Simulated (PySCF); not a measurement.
Br5Ta (SMILES [Br][Ta]([Br])([Br])([Br])[Br]), singlet, geometry from GFN2-xTB (such geometries of metal compounds can be far from the true shape) (core potentials on Ta); DF-PBE/def2-SVP in PySCF.

Here is a job for PySCF.
```python
from pyscf import gto, scf, dft

mol = gto.M(
    atom='''
Ta    0.000000   -0.000000   -0.000000
Br    1.787048   -0.531825    1.656584
Br   -1.787048    0.531825   -1.656584
Br    0.399495    2.384048    0.334412
Br    1.233334   -1.214311   -1.720304
Br   -1.632829   -1.169737    1.385893
''',
    basis='def2-svp',
    ecp={'Ta': 'def2-svp'},
    charge=0,
    spin=0,
    verbose=4,
    symmetry=True,
)

mf = dft.RKS(mol)
mf.xc = 'pbe'
mf = mf.density_fit(auxbasis='def2-universal-jkfit')
mf.kernel()
mf.analyze()
```

The log (banner, timings and long lists left out):

```
PySCF version 2.14.0

[INPUT] verbose = 4
[INPUT] num. atoms = 6
[INPUT] num. electrons = 188
[INPUT] charge = 0
[INPUT] spin (= nelec alpha-beta = 2S) = 0
[INPUT] symmetry True subgroup None
[INPUT] Mole.unit = angstrom
[INPUT] Symbol           X                Y                Z      unit          X                Y                Z       unit  Magmom
[...]
nuclear repulsion = 2193.78185886535
point group symmetry = Cs
symmetry origin: [-5.73018335e-17 -5.73018335e-17  2.66695219e-07]
symmetry axis x: [-0.35947125  0.70312564  0.6135102 ]
symmetry axis y: [ 0.59783179  0.67834137 -0.42714183]
symmetry axis z: [ 0.71650372 -0.21323069  0.66419507]
num. orbitals of irrep A' = 120
num. orbitals of irrep A" = 72
number of shells = 72
number of NR pGTOs = 427
number of NR cGTOs = 192
basis = def2-svp
ecp = {'Ta': 'def2-svp'}

******** <class 'pyscf.df.df_jk.DFSymAdaptedRKS'> ********
method = DFSymAdaptedRKS
initial guess = minao
damping factor = 0
level_shift factor = 0
DIIS = <class 'pyscf.scf.diis.CDIIS'>
diis_start_cycle = 1
diis_space = 8
diis_damp = 0
SCF conv_tol = 1e-09
SCF conv_tol_grad = None
SCF max_cycles = 50
direct_scf = False
XC library pyscf.dft.libxc version 7.1.2
    S. Lehtola, C. Steigemann, M. J. T. Oliveira, and M. A. L. Marques,  SoftwareX 7, 1–5 (2018)
XC functionals = pbe
    J. P. Perdew, K. Burke, and M. Ernzerhof,  Phys. Rev. Lett. 77, 3865 (1996)
    J. P. Perdew, K. Burke, and M. Ernzerhof,  Phys. Rev. Lett. 78, 1396 (1997)
    J. P. Perdew, K. Burke, and M. Ernzerhof,  Phys. Rev. Lett. 77, 3865 (1996)
    J. P. Perdew, K. Burke, and M. Ernzerhof,  Phys. Rev. Lett. 78, 1396 (1997)
radial grids:
    Treutler-Ahlrichs [JCP 102, 346 (1995); DOI:10.1063/1.469408] (M4) radial grids

becke partition: Becke, JCP 88, 2547 (1988); DOI:10.1063/1.454033
pruning grids: <function nwchem_prune>
grids dens level: 3
symmetrized grids: True
atomic radii adjust function: <function treutler_atomic_radii_adjust>
small_rho_cutoff = 0
Freeze 0 electrons in irreps []
    188 free electrons in irreps A' A"
Set gradient conv threshold to 3.16228e-05
Initial guess from minao.
tot grids = 126128
init E= -12907.077390707
HOMO (A") = -0.433442730821493  LUMO (A") = -0.420382666108058  gap/eV = 0.35538
cycle= 1 E= -12922.0743893524  delta_E=  -15  |g|= 3.25  |ddm|= 8.58
HOMO (A') = -0.0434541623984989  LUMO (A') = 0.0997212668398344  gap/eV = 3.89600
cycle= 2 E= -12918.435855856  delta_E= 3.64  |g|= 4.35  |ddm|= 7.39
HOMO (A") = -0.269835422868445  LUMO (A") = -0.113654860507214  gap/eV = 4.24989
cycle= 3 E= -12924.4716005154  delta_E= -6.04  |g|= 0.692  |ddm|= 5.49
HOMO (A") = -0.243262186341303  LUMO (A") = -0.175294311285548  gap/eV = 1.84950
cycle= 4 E= -12924.4559788845  delta_E= 0.0156  |g|= 0.784  |ddm|= 1.81
HOMO (A") = -0.264196660056332  LUMO (A") = -0.177934458755668  gap/eV = 2.34731
cycle= 5 E= -12924.5920284568  delta_E= -0.136  |g|= 0.369  |ddm|= 1.32
HOMO (A") = -0.261586007718048  LUMO (A") = -0.167203027510703  gap/eV = 2.56829
cycle= 6 E= -12924.6356833102  delta_E= -0.0437  |g|= 0.0547  |ddm|= 0.616
HOMO (A") = -0.257432679685974  LUMO (A") = -0.161499838888913  gap/eV = 2.61047
cycle= 7 E= -12924.6365806422  delta_E= -0.000897  |g|= 0.0198  |ddm|= 0.0976
HOMO (A") = -0.258420833654559  LUMO (A") = -0.162650455377156  gap/eV = 2.60604
cycle= 8 E= -12924.6366217607  delta_E= -4.11e-05  |g|= 0.00407  |ddm|= 0.019
HOMO (A") = -0.258665998288863  LUMO (A") = -0.162680434885964  gap/eV = 2.61190
cycle= 9 E= -12924.6366262967  delta_E= -4.54e-06  |g|= 0.000887  |ddm|= 0.00548
HOMO (A") = -0.258623024423029  LUMO (A") = -0.162652021190132  gap/eV = 2.61150
cycle= 10 E= -12924.6366265699  delta_E= -2.73e-07  |g|= 5.64e-05  |ddm|= 0.00151
HOMO (A") = -0.258620388020809  LUMO (A") = -0.16264766460409  gap/eV = 2.61155
cycle= 11 E= -12924.6366265706  delta_E= -6.77e-10  |g|= 2.5e-05  |ddm|= 9.4e-05
HOMO (A") = -0.258619460783497  LUMO (A") = -0.162650872117163  gap/eV = 2.61144
Extra cycle  E= -12924.6366265692  delta_E= 1.4e-09  |g|= 6.86e-05  |ddm|= 0.000139
converged SCF energy = -12924.6366265692
**** SCF Summaries ****
Total Energy =                      -12924.636626569219516
Nuclear Repulsion Energy =            2193.781858865350841
One-electron Energy =               -22385.749430078285513
Two-electron Energy =                 7267.330944643714247
Two-electron Coulomb Energy =         7728.838365216180136
DFT Exchange-Correlation Energy =     -461.507420572465549
HOMO-LUMO gap [eV] =                     2.611438311994223
Wave-function symmetry = A'
occupancy for each irrep:     A'   A"
                              60   34
**** MO energy ****
[...]
Dipole moment(X, Y, Z, Debye): -0.00050, -0.00003,  0.00053
```
